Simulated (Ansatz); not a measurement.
Isolated molecules relaxed with PBE0-D4/def2-TZVP in Ansatz; ΔE leaves out vibrations. CCSD(T)/CBS adds triple-zeta CCSD(T) − MP2 to the extrapolated MP2 energy (def2 sets, frozen cores). This one scheme is used for every species. One conformer a species, not always the lowest.

`[SiH3][SiH2]Cl` + `[CH3][Al]1[S][CH]1F` → `F[SiH2][SiH2]Cl` + `[CH3][Al]1[CH2][S]1`  (redistribution)

```csv
level,ΔE (kJ/mol)
SCS-MP2/def2-QZVPP,-216.3
MP2/CBS(def2),-219.7
```

Question: What does CCSD(T)/CBS give? (Estimate.)

Answer: The calculation gave: -208.2 kJ/mol. The listed levels differ from it by -8.1, -11.5 kJ/mol.

Largest T1 diagnostic among the species: 0.014.

From PBE to PBE0 (25 % exact exchange), in def2-TZVPP and without D4, ΔE moves by −11.0 kJ/mol.
